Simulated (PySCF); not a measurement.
# Fractional electron number in Sb²⁺ (antimony, charge +2)

The 5p alpha orbital of [Kr] 4d10 5s2 5p1 is emptied in steps (occupation f), with all orbitals relaxed, ending at [Kr] 4d10 5s2. Calculation: PySCF 2.14, in aug-cc-pVTZ-PP with ECP28MDF (6s5p4d2f, 55 functions); scalar relativity through the core potential. The exact energy is a straight line in f; departures are measured from the line between the end points of the same method.

| f | UHF (eV) | LDA (eV) | PBE (eV) | PBE0 (eV) | r2SCAN (eV) | LC-wPBE (eV) | BHandHLYP (eV) | wB97X (eV) | TPSS (eV) |
| --- | --- | --- | --- | --- | --- | --- | --- | --- | --- |
| 1 | 0.000 | 0.000 | 0.000 | 0.000 | 0.000 | 0.000 | 0.000 | 0.000 | 0.000 |
| 0.9 | 0.026 | -0.391 | -0.379 | -0.278 | -0.359 | -0.039 | -0.189 | -0.075 | -0.367 |
| 0.7 | 0.060 | -0.914 | -0.883 | -0.645 | -0.829 | -0.088 | -0.442 | -0.177 | -0.852 |
| 0.5 | 0.070 | -1.087 | -1.049 | -0.764 | -0.973 | -0.099 | -0.525 | -0.213 | -1.008 |
| 0.3 | 0.059 | -0.911 | -0.878 | -0.637 | -0.800 | -0.078 | -0.440 | -0.181 | -0.840 |
| 0.1 | 0.025 | -0.389 | -0.375 | -0.271 | -0.330 | -0.030 | -0.189 | -0.078 | -0.356 |
| 0 | 0.000 | 0.000 | 0.000 | 0.000 | 0.000 | 0.000 | 0.000 | 0.000 | 0.000 |

Problem. For LDA, how does the orbital energy at f = 1 compare with the removal energy?

Solution. −ε = 20.572 eV against a total-energy difference of 24.920 eV. By Janak's theorem ε = ∂E/∂f, so the gap between them reflects the curvature. Along the path −ε is 21.438 (f = 0.9), 23.180 (f = 0.7), 24.927 (f = 0.5), 26.669 (f = 0.3), 28.386 (f = 0.1) eV.

```tsv
method	E(f=0) − E(f=1) (eV)	−ε at f=1 (eV)	−ε at f=0.5 (eV)
UHF	24.139	24.426	24.136
LDA	24.920	20.572	24.927
PBE	24.700	20.485	24.716
PBE0	24.735	21.644	24.758
r2SCAN	24.872	20.872	24.954
LC-wPBE	24.867	24.423	24.897
BHandHLYP	24.711	22.605	24.715
wB97X	24.606	23.779	24.592
TPSS	24.660	20.578	24.697
```

Reference removal energy between the ground levels: 25.323 eV (measured; NIST Atomic Spectra Database, ionization energies). The calculation has no spin-orbit coupling. UHF lacks correlation.
